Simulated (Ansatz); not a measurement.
Geometry optimisation, RKS PBE0/def2-SVP in Ansatz 0.2.0.

The input (input.yaml):

```yaml
crystal:
  periodic: [false, false, false]
  atoms:
    - { symbol: Si, position_ang: [-0.593407, -1.12544, 0.62099] }
    - { symbol: F, position_ang: [0.432014, -2.107954, -0.231004] }
    - { symbol: O, position_ang: [-1.308038, -0.034524, -0.367085] }
    - { symbol: C, position_ang: [-1.11263, 1.348123, -0.512634] }
    - { symbol: H, position_ang: [-1.647001, -2.045428, 1.115557] }
    - { symbol: H, position_ang: [0.170428, -0.483803, 1.722591] }
    - { symbol: H, position_ang: [1.995773, -0.784359, -0.975536] }
    - { symbol: S, position_ang: [2.381141, 0.361251, -0.364991] }
    - { symbol: H, position_ang: [-1.977164, 1.892492, -0.099334] }
    - { symbol: H, position_ang: [-0.195867, 1.698056, -0.011806] }
    - { symbol: H, position_ang: [-1.034402, 1.595925, -1.582925] }
    - { symbol: H, position_ang: [2.889152, -0.314439, 0.686077] }
basis:
  gaussian: { orbitals: def2-SVP }
hamiltonian:
  xc: pbe0
relax:
  f_tol: 0.03
  max_steps: 50
```

Command:

```bash
$ ansatz run input.yaml --threads 2 --pin off --max-ram 3072MiB --backend cpu --events-out ev --progress --plain --runs-dir out
```

**Question.** Where does it end, and by what steps?

**Answer.** It converged. After 10 steps the energy has fallen by 0.095 eV; S8 moved furthest, 0.48 Å.

```tsv
step	energy less start (eV)	largest force component (eV/Å)	accepted
0	0.0000	0.533	yes
1	-0.0436	0.445	yes
2	-0.0611	0.214	yes
3	-0.0718	0.115	yes
4	-0.0790	0.158	yes
5	-0.0847	0.265	yes
6	-0.0896	0.198	yes
7	-0.0928	0.097	yes
8	-0.0939	0.089	yes
9	-0.0946	0.083	yes
10	-0.0950	0.022	yes
```

```xyz
12
Properties=species:S:1:pos:R:3
Si -0.804 -1.183 0.648
F 0.266 -1.912 -0.348
O -1.592 0.025 -0.124
C -1.105 1.290 -0.508
H -1.818 -2.192 1.022
H 0.002 -0.680 1.795
H 2.089 -0.722 -0.765
S 2.811 0.402 -0.563
H -1.694 2.077 -0.012
H -0.039 1.430 -0.258
H -1.218 1.411 -1.597
H 3.102 0.055 0.708
```

The run took 48 s on 2 threads of Intel(R) Xeon(R) Platinum 8259CL CPU @ 2.50GHz (Skylake/Cascade Lake) (shared host), peak memory 0.28 GiB.
